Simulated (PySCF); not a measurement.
Computed shifts of a molecule C₃H₉NSi, PBE/pcSseg-1 (PySCF), GIAO, gas phase, atoms alike by connectivity averaged where their shifts nearly agree, in ppm (number of nuclei): ¹³C: 182.2 (1), 62.4 (1), -8.3 (1). ¹⁵N: 444.5 (1). ²⁹Si: -50.8 (1). ¹H: 9.02 (1), 4.71 (2), 3.99 (3), 0.58 (3). References: ¹³C against TMS (σ = 182.0 ppm); ¹⁵N against NH3 (σ = 267.0 ppm); ²⁹Si against TMS (σ = 335.4 ppm); ¹H against TMS (σ = 31.49 ppm), references at their B3LYP-D3(BJ)/def2-TZVP geometries, non-relativistic. Coordinates come from a r2SCAN-D4/def2-SVP optimisation. Other conformers were not sampled.

Identify the compound among the candidates.
(A) C/N=C/C[SiH3]
(B) C=C([SiH3])CN
(C) C/N=C/[SiH2]C
(D) C/C=C/[SiH2]N

C, C/N=C/[SiH2]C
